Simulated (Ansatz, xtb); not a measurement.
## Two isomers of C4H2ClNO

We compare X, `N#C/C=C(\Cl)C=O`, a singlet, with Y, `N#C/C(C=O)=C\Cl`, a singlet. Both are isolated molecules in the gas phase, relaxed with PBE0-D3(BJ)/def2-SVP, each in the lowest conformer that the search found.

**Question.** Estimate which is lower in electronic energy at CCSD(T)/def2-SVP + ΔMP2/def2-TZVPP, and by roughly how much.

**Answer.** Too close to call at this level: CCSD(T)/def2-SVP + ΔMP2/def2-TZVPP gives E(Y) − E(X) = +0.005 eV.

Level by level:

```json
{"level": "GFN2-xTB", "geometry": "GFN2-xTB", "E(Y) − E(X) (eV)": "0.000", "departure from the last row (eV)": "−0.005", "job, with rough time for the two": "optimisation, 0.16 s"}
{"level": "HF/STO-3G", "geometry": "GFN2-xTB", "E(Y) − E(X) (eV)": "+0.066", "departure from the last row (eV)": "+0.061", "job, with rough time for the two": "single point, 0.54 s"}
{"level": "r2SCAN-D4/def2-SVP", "geometry": "GFN2-xTB", "E(Y) − E(X) (eV)": "+0.009", "departure from the last row (eV)": "+0.005", "job, with rough time for the two": "single point, 3.1 s"}
{"level": "PBE0-D3(BJ)/def2-SVP", "geometry": "PBE0-D3(BJ)/def2-SVP", "E(Y) − E(X) (eV)": "−0.008", "departure from the last row (eV)": "−0.012", "job, with rough time for the two": "optimisation, 44 s"}
{"level": "HF/def2-SVP", "geometry": "PBE0-D3(BJ)/def2-SVP", "E(Y) − E(X) (eV)": "−0.059", "departure from the last row (eV)": "−0.063", "job, with rough time for the two": "part of the CCSD(T) run"}
{"level": "MP2/def2-SVP", "geometry": "PBE0-D3(BJ)/def2-SVP", "E(Y) − E(X) (eV)": "+0.017", "departure from the last row (eV)": "+0.013", "job, with rough time for the two": "part of the CCSD(T) run"}
{"level": "CCSD(T)/def2-SVP", "geometry": "PBE0-D3(BJ)/def2-SVP", "E(Y) − E(X) (eV)": "+0.005", "departure from the last row (eV)": "0.000", "job, with rough time for the two": "single point"}
{"level": "CCSD(T)/def2-SVP + ΔMP2/def2-TZVPP", "geometry": "PBE0-D3(BJ)/def2-SVP", "E(Y) − E(X) (eV)": "+0.005", "departure from the last row (eV)": "", "job, with rough time for the two": "single point, 47 s"}
```

As drawn, both hold the same kinds of bond in the same numbers.

The largest departure from CCSD(T)/def2-SVP + ΔMP2/def2-TZVPP is that of HF/def2-SVP, 0.063 eV. The last row adds to CCSD(T) the change of the MP2 difference between the two basis sets, here 0.000 eV.

With thermal terms from frequencies at re-optimised GFN2-xTB minima (ideal gas, soft modes damped towards free rotors, one conformer each, 298.15 K, 1 atm): on the last row, ΔE + ΔZPE = +0.011, ΔH = +0.011, ΔG = +0.009 eV.

The correlated steps freeze 11 core orbitals. Run with Ansatz 0.2.0, xtb 6.7.1; the last row on 2 threads of Intel(R) Xeon(R) Processor @ 2.70GHz on a shared host.
